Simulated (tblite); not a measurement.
Species: C5H11FSSi2.
SMILES with atom numbers: `[CH3:1][SiH2:2][C@H:3]([F:4])[C:5]#[C:6][SiH2:7][S:8][CH3:9]` (hydrogens: H10, H11, H12 on C1; H13, H14 on Si2; H15 on C3; H16, H17 on Si7; H18, H19, H20 on C9)

A start from a force field or distance geometry was refined with tblite 0.8.0, GFN2-xTB geometry optimisation, gas phase. Values at the start:

| coordinate | start |
| --- | --- |
| C1–Si2 | 1.844 Å |
| C1–H10 | 1.093 Å |
| Si2–C3 | 1.851 Å |
| Si2–H13 | 1.489 Å |
| Si2–H14 | 1.496 Å |
| C3–F4 | 1.378 Å |
| C3–C5 | 1.481 Å |
| C3–H15 | 1.079 Å |
| C5≡C6 | 1.207 Å |
| C6–Si7 | 1.863 Å |
| Si7–S8 | 2.153 Å |
| Si7–H16 | 1.470 Å |
| Si7–H17 | 1.486 Å |
| S8–C9 | 1.801 Å |
| C9–H18 | 1.088 Å |
| C1–Si2–C3 | 113.2° |
| Si2–C3–F4 | 108.1° |
| Si2–C3–C5 | 114.2° |
| C3–C5–C6 | 178.8° |
| F4–C3–C5 | 106.7° |
| C5–C6–Si7 | 178.0° |
| C6–Si7–S8 | 107.3° |
| Si7–S8–C9 | 102.9° |
| C1–Si2–C3–F4 | 60° |
| C6–Si7–S8–C9 | 62° |

Question: How do these coordinates change at the GFN2-xTB level?

Answer: 
```csv
coordinate,GFN2-xTB (Å or °),change
Si2–C3,1.944,+0.093
C1–Si2,1.892,+0.048
C3–C5,1.438,-0.043
Si7–H17,1.452,-0.034
Si2–H14,1.466,-0.030
Si2–H13,1.465,-0.024
C6–Si7,1.842,-0.021
S8–C9,1.821,+0.020
C3–F4,1.397,+0.019
C3–H15,1.096,+0.017
Si7–H16,1.461,-0.009
C1–H10,1.086,-0.007
Si7–S8,2.158,+0.005
C9–H18,1.086,-0.002
C5≡C6,1.208,+0.001
C1–Si2–C3,107.7,-5.5
C5–C6–Si7,172.7,-5.3
F4–C3–C5,110.0,+3.3
Si7–S8–C9,99.8,-3.1
Si2–C3–C5,111.1,-3.1
C6–Si7–S8,105.5,-1.8
C3–C5–C6,177.7,-1.1
Si2–C3–F4,107.8,-0.3
C1–Si2–C3–F4,72,+12
C6–Si7–S8–C9,57,-5
```

The energy falls by 0.278 eV over 155 L-BFGS steps, the largest force on an atom goes from 2.64 to 0.009 eV/Å, and the atoms move by 0.464 Å rms after alignment. The bond that changes most is Si2–C3 (SiH2 silicon to sp3 C–F carbon), which lengthens by 0.093 Å. Bonds longer at the end by more than 0.005 Å: 5 of 19; shorter: 10. Among the dihedrals that turn most is Si7–S8–C9–H18, from -63° to -49°. Rotational constants go from 1474, 430.6, 376.9 to 1441, 484.9, 425.3 MHz.

On one thread of an Arm Neoverse V2, shared host, this took 1.4 s.

Its GFN2-xTB frequencies are all real (lowest 21 cm⁻¹). The numbers are those of one conformer. 3 starts were optimised and ended at 0.00, 1.14 and 1.88 kcal/mol (GFN2-xTB); the lowest of these is shown.

All values are computed, not measured.
